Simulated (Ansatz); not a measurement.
Geometry optimisation, RHF/6-31G* (Ansatz).

Input file:

```yaml
crystal:
  periodic: [false, false, false]
  atoms:
    - { symbol: F, position_ang: [-0.5405, -0.8623, 2.198] }
    - { symbol: Si, position_ang: [-0.9686, 0.1272, 0.9538] }
    - { symbol: O, position_ang: [-1.3685, -0.7972, -0.3921] }
    - { symbol: Si, position_ang: [0.2968, -0.9345, -0.9587] }
    - { symbol: Si, position_ang: [0.8293, 1.0496, -0.0854] }
    - { symbol: H, position_ang: [-2.0685, 1.078, 1.2956] }
    - { symbol: H, position_ang: [0.257, -0.9586, -2.4353] }
    - { symbol: H, position_ang: [0.9487, -2.11, -0.3797] }
    - { symbol: H, position_ang: [2.1303, 1.1061, 0.7151] }
    - { symbol: H, position_ang: [0.567, 2.2506, -0.9084] }
basis:
  gaussian: { orbitals: "6-31G*" }
hamiltonian:
  xc: hf
relax:
  f_tol: 0.02
  max_steps: 40
output:
  orbitals: {}
```

Run as:

```bash
$ ansatz run input.yaml --threads 1 --pin off --max-ram 2048MiB --backend cpu --events-out ev --progress --plain --runs-dir out
```

Where does it end, and by what steps?

It converged. After 8 steps the energy has fallen by 0.845 eV; F1 moved furthest, 0.65 Å.

| step | energy less start (eV) | largest force component (eV/Å) | accepted |
| --- | --- | --- | --- |
| 0 | 0.0000 | 2.665 | yes |
| 1 | -0.6002 | 1.593 | yes |
| 2 | -0.7095 | 1.181 | yes |
| 3 | -0.8041 | 0.266 | yes |
| 4 | -0.8317 | 0.154 | yes |
| 5 | -0.8384 | 0.267 | yes |
| 6 | -0.8407 | 0.157 | yes |
| 7 | -0.8449 | 0.031 | yes |
| 8 | -0.8452 | 0.010 | yes |

```xyz
10
Properties=species:S:1:pos:R:3
F -0.808 -0.360 2.507
Si -1.016 0.183 1.023
O -1.026 -1.069 -0.055
Si 0.305 -0.991 -1.078
Si 0.925 1.025 -0.008
H -2.293 0.906 1.020
H -0.125 -0.911 -2.484
H 1.177 -2.165 -0.907
H 2.173 1.066 0.776
H 0.771 2.264 -0.794
```

Whether the end is a true minimum wasn't checked by a vibrational analysis.

Time of the run: 30 s on 1 thread of Arm Neoverse V1, with other jobs on the host, peak memory 0.2 GiB.
